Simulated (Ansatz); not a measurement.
One change: `[GeH3][CH]1[SiH2][SiH2]1` becomes `CSC1[SiH2][SiH2]1`.

Ansatz, PBE0-D4/def2-TZVP geometries, multiplicity 1. Each molecule was computed in one conformer, which needn't be the lowest.

Scalar relativity is left out up to krypton.

```csv
property,`[GeH3][CH]1[SiH2][SiH2]1`
HOMO energy (PBE0/def2-TZVPP) / eV,-6.77
LUMO energy (B3LYP/def2-TZVPP) / eV,-0.48
size of the dipole moment (ωB97M-V/def2-TZVPP) / D,0.59
HOMO–LUMO gap (PBE0/def2-TZVPP) / eV,6.48
size of the dipole moment (PBE/def2-TZVPP) / D,0.59
HOMO energy (ωB97M-V/def2-TZVPP) / eV,-8.75
```

(1) What does the change do to each property? (Best estimate.)

## Answers

(1) The calculation gave: 
```json
{"property": "HOMO energy (PBE0/def2-TZVPP) / eV", "`CSC1[SiH2][SiH2]1`": "-6.16", "shift": "0.61"}
{"property": "LUMO energy (B3LYP/def2-TZVPP) / eV", "`CSC1[SiH2][SiH2]1`": "-0.56", "shift": "-0.08"}
{"property": "size of the dipole moment (ωB97M-V/def2-TZVPP) / D", "`CSC1[SiH2][SiH2]1`": "1.27", "shift": "0.68"}
{"property": "HOMO–LUMO gap (PBE0/def2-TZVPP) / eV", "`CSC1[SiH2][SiH2]1`": "5.80", "shift": "-0.68"}
{"property": "size of the dipole moment (PBE/def2-TZVPP) / D", "`CSC1[SiH2][SiH2]1`": "1.24", "shift": "0.65"}
{"property": "HOMO energy (ωB97M-V/def2-TZVPP) / eV", "`CSC1[SiH2][SiH2]1`": "-8.27", "shift": "0.48"}
```

With PBE0 the HOMO rises by 0.61 eV and the LUMO falls by 0.07 eV, so the gap narrows by about 0.68 eV. PBE moves the HOMO by 0.73 eV and ωB97M-V by 0.48 eV. Dipoles are sizes alone; their direction can turn.

B3LYP here is the variant with VWN-RPA as its local correlation; programs differ in this.
